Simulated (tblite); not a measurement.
C₅H₁₄OSi₂.
Bonds: C1–Si2, Si2–C3, C3–C4, C4–C5, C5–O6 (double), C5–C7, C7–Si8. Hydrogens: H9, H10, H11 on C1; H12, H13 on Si2; H14, H15 on C3; H16, H17 on C4; H18, H19 on C7; H20, H21, H22 on Si8.

Computed with GFN2-xTB (tblite), gas phase: L-BFGS steps from a force-field or distance-geometry start until the largest atomic force falls under 0.01 eV/Å.

Step 25: E = -689.8073 eV
```
atom  x, y, z in Å  |  force x, y, z in eV/Å
C1     -3.6991    0.8532    0.4579   -0.116   0.023   0.007
Si2    -1.7966    0.9553    0.2927   -0.104  -0.045   0.009
C3     -1.3409   -0.3917   -0.9823    0.137  -0.039  -0.037
C4     -0.0953   -1.1729   -0.5787   -0.044   0.043  -0.038
C5      1.0275   -0.2525   -0.1683   -0.117   0.226   0.074
O6      0.8258    0.9268    0.0236    0.114  -0.105   0.024
C7      2.3668   -0.8836    0.0603   -0.097  -0.046   0.015
Si8     3.7846    0.3628    0.3912    0.001  -0.077   0.051
H9     -4.1013    1.8482    0.6156   -0.066  -0.011   0.068
H10    -4.1954    0.4451   -0.4165    0.096   0.062  -0.165
H11    -4.0270    0.2346    1.2871    0.107   0.038   0.123
H12    -1.4736    2.3135   -0.1377    0.048  -0.028  -0.034
H13    -1.2391    0.6139    1.6039   -0.004   0.021   0.088
H14    -1.1518    0.0791   -1.9461    0.000   0.021  -0.050
H15    -2.1698   -1.0845   -1.1302    0.057  -0.034   0.024
H16     0.2493   -1.8238   -1.3861    0.001  -0.066   0.018
H17    -0.3190   -1.8042    0.2879    0.029  -0.006  -0.047
H18     2.5732   -1.5871   -0.7449    0.098   0.040  -0.086
H19     2.2446   -1.5023    0.9508    0.023  -0.065   0.072
H20     5.0141   -0.2786   -0.0941   -0.033  -0.002  -0.027
H21     3.9024    0.5195    1.8427   -0.045   0.039  -0.003
H22     3.6103    1.6487   -0.2606   -0.085   0.010  -0.084
```

Step 26: E = -689.8142 eV
```
atom  x, y, z in Å  |  force x, y, z in eV/Å
C1     -3.6958    0.8529    0.4582   -0.038   0.043   0.001
Si2    -1.7913    0.9579    0.2909   -0.125  -0.063  -0.001
C3     -1.3395   -0.3898   -0.9863    0.150  -0.050  -0.030
C4     -0.0969   -1.1735   -0.5793   -0.056   0.004  -0.022
C5      1.0216   -0.2617   -0.1520   -0.076   0.252  -0.009
O6      0.8199    0.9134    0.0599    0.084   0.005   0.051
C7      2.3633   -0.8877    0.0564   -0.034  -0.052   0.040
Si8     3.7740    0.3645    0.3890    0.072  -0.040   0.061
H9     -4.0910    1.8498    0.6269   -0.088  -0.057   0.051
H10    -4.1860    0.4546   -0.4258    0.075   0.081  -0.078
H11    -4.0183    0.2276    1.2861    0.087   0.055   0.050
H12    -1.4696    2.3137   -0.1492    0.048  -0.035  -0.025
H13    -1.2382    0.6176    1.6035   -0.007   0.023   0.096
H14    -1.1490    0.0802   -1.9499    0.011   0.026  -0.056
H15    -2.1686   -1.0815   -1.1354    0.044  -0.034   0.028
H16     0.2566   -1.8292   -1.3780   -0.020  -0.053  -0.033
H17    -0.3237   -1.8033    0.2855   -0.021  -0.049   0.008
H18     2.5663   -1.5847   -0.7540    0.106   0.028  -0.110
H19     2.2576   -1.5105    0.9439    0.006  -0.112   0.121
H20     5.0080   -0.2783   -0.0929   -0.079   0.022  -0.001
H21     3.8911    0.5401    1.8413   -0.055   0.012  -0.057
H22     3.5992    1.6474   -0.2704   -0.085  -0.006  -0.084
```

Step 27: E = -689.8201 eV
```
atom  x, y, z in Å  |  force x, y, z in eV/Å
C1     -3.6903    0.8541    0.4579    0.032   0.047  -0.007
Si2    -1.7852    0.9601    0.2874   -0.096  -0.061   0.012
C3     -1.3354   -0.3891   -0.9921    0.082  -0.036  -0.024
C4     -0.1010   -1.1784   -0.5787   -0.018   0.001   0.007
C5      1.0116   -0.2716   -0.1310   -0.003   0.328  -0.047
O6      0.8067    0.8987    0.1110    0.099  -0.102   0.017
C7      2.3591   -0.8929    0.0519    0.009  -0.024   0.080
Si8     3.7632    0.3680    0.3855    0.090   0.010   0.042
H9     -4.0800    1.8512    0.6420   -0.106  -0.093   0.031
H10    -4.1733    0.4690   -0.4378    0.046   0.093   0.026
H11    -4.0048    0.2191    1.2835    0.056   0.071  -0.037
H12    -1.4653    2.3150   -0.1618    0.047  -0.059  -0.015
H13    -1.2336    0.6233    1.6026   -0.038   0.027   0.082
H14    -1.1419    0.0811   -1.9555    0.023   0.014  -0.041
H15    -2.1683   -1.0762   -1.1427    0.046  -0.027   0.024
H16     0.2614   -1.8385   -1.3697   -0.028  -0.023  -0.058
H17    -0.3339   -1.8082    0.2838   -0.058  -0.060   0.034
H18     2.5613   -1.5804   -0.7677    0.078   0.043  -0.083
H19     2.2745   -1.5208    0.9385   -0.010  -0.124   0.094
H20     5.0025   -0.2742   -0.0895   -0.106   0.033   0.017
H21     3.8743    0.5627    1.8373   -0.059  -0.006  -0.089
H22     3.5884    1.6474   -0.2866   -0.084  -0.051  -0.066
```

Question: Estimate the geometry and energy of step 28. (The exact step hangs on the optimiser's Hessian estimate; all steps are aligned on step 27, rigid shifts and turns removed.)

Answer: E = -689.8234 eV, largest force 0.515 eV/Å
```
atom  x, y, z in Å  |  force x, y, z in eV/Å
C1     -3.6957    0.8540    0.4596    0.135   0.043  -0.014
Si2    -1.7920    0.9568    0.2896    0.002  -0.029  -0.006
C3     -1.3313   -0.3869   -0.9954   -0.001   0.016   0.012
C4     -0.0973   -1.1699   -0.5819    0.033  -0.078   0.024
C5      1.0137   -0.2672   -0.1280    0.147  -0.195  -0.189
O6      0.8247    0.8981    0.1106   -0.085   0.484   0.153
C7      2.3544   -0.8996    0.0545    0.167  -0.051   0.050
Si8     3.7577    0.3630    0.3905    0.040   0.063  -0.010
H9     -4.0824    1.8501    0.6475   -0.131  -0.063   0.013
H10    -4.1653    0.4728   -0.4450   -0.020   0.075   0.099
H11    -4.0007    0.2208    1.2899   -0.001   0.040  -0.100
H12    -1.4588    2.3065   -0.1710    0.026  -0.073   0.012
H13    -1.2436    0.6248    1.6101   -0.032   0.032   0.029
H14    -1.1498    0.0857   -1.9601    0.050   0.003  -0.023
H15    -2.1587   -1.0802   -1.1398   -0.005  -0.045   0.003
H16     0.2715   -1.8367   -1.3654   -0.054   0.015  -0.077
H17    -0.3261   -1.7984    0.2818   -0.098  -0.080   0.061
H18     2.5603   -1.5782   -0.7746    0.053   0.066  -0.008
H19     2.2764   -1.5314    0.9380   -0.039  -0.144   0.079
H20     4.9897   -0.2815   -0.0947   -0.068   0.032   0.028
H21     3.8726    0.5766    1.8387   -0.058  -0.034  -0.082
H22     3.5706    1.6403   -0.2864   -0.061  -0.079  -0.055
```

The energy changes by -0.0034 eV. The first-order estimate −F·Δx gives -0.0108 eV and the mean of the old and new forces, exact on a quadratic surface, -0.0034 eV. The step makes an angle of 69° with the force vector and moves no atom by more than 0.019 Å.

The cost below is that of the whole relaxation. Hardware: Arm Neoverse N1, one thread, no GPU, shared host with 64 logical CPUs at a one-minute load of 59. Cost: 2.0 s.
